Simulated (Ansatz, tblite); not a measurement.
Removing and adding an electron: the cluster Li3F3 (the lowest singlet isomer of a short search). Total charge 0; singlet. Geometry: r2SCAN-D4/def2-TZVP. Ansatz, gas phase; energy differences of separate SCF runs; the oxidised species was run as a doublet alone; the reduced species was run as a doublet alone.

| atom | x (Å) | y (Å) | z (Å) |
| --- | --- | --- | --- |
| Li1 | -0.380 | -1.418 | 0.745 |
| Li2 | 1.562 | 0.330 | -0.392 |
| Li3 | -1.183 | 1.088 | -0.351 |
| F4 | -1.677 | -0.354 | 0.421 |
| F5 | 1.270 | -1.167 | 0.377 |
| F6 | 0.408 | 1.522 | -0.799 |

The xTB rows come from tblite. Correlated methods freeze 3 core orbitals; core or outer-core shells of Li are correlated, in sets that lack core-valence functions. In CCSD on the charge 1 doublet the largest single amplitude is 0.17, so its Hartree–Fock determinant may place the open shell otherwise than the density functionals do. HOMO above LUMO, or a gap near zero within one spin, warns that the state may not be the lowest or that an electron is smeared out. The structure comes from a short search, and lower isomers may exist.

| level | −HOMO (eV) | vertical IE (eV) | −LUMO (eV) | vertical EA (eV) | HOMO–LUMO gap (eV) | IE − EA (eV) | remarks |
| --- | --- | --- | --- | --- | --- | --- | --- |
| GFN1-xTB | 11.67 | 15.04 | 6.74 | 4.23 | 4.92 | 10.80 | – |
| GFN2-xTB | 11.25 | 14.82 | 4.51 | 1.32 | 6.74 | 13.50 | – |
| HF/def2-TZVPP | – | 11.15 | – | – | – | – | – |
| PBE-D4/def2-TZVPD | 7.38 | – | 0.82 | -0.21 | 6.57 | – | HOMO above zero (-1 doublet), gap within one spin near zero (-1 doublet) |
| r2SCAN-D4/def2-TZVP | 7.73 | 11.10 | 0.13 | – | 7.59 | – | gap within one spin near zero (+1 doublet) |
| r2SCAN-D4/def2-TZVPD | 7.75 | – | 0.19 | -0.37 | 7.56 | – | HOMO above zero (-1 doublet) |
| PBE0-D4/def2-TZVP | 9.29 | 11.68 | 0.21 | – | 9.07 | – | – |
| PBE0-D4/def2-TZVPD | 9.32 | – | 0.27 | -0.34 | 9.05 | – | HOMO above zero (-1 doublet) |
| MP2/def2-TZVPP | – | 13.20 | – | – | – | – | – |
| CCSD/def2-TZVPP | – | 12.82 | – | – | – | – | – |
| CCSD(T)/def2-TZVPP | – | 12.89 | – | – | – | – | – |

Run but left out: PBE-D4/def2-TZVP (charge +1 doublet: an occupied level 0.05 eV above an empty one).   A HOMO above zero means that the electron is unbound at that level or that self-interaction error raises the level; the energy of removing that electron tells which. Raw xTB energy differences between charge states are shifted by several eV; the methods need an empirical correction for them. A negative affinity means that the extra electron isn't bound; its size then hangs on the basis.
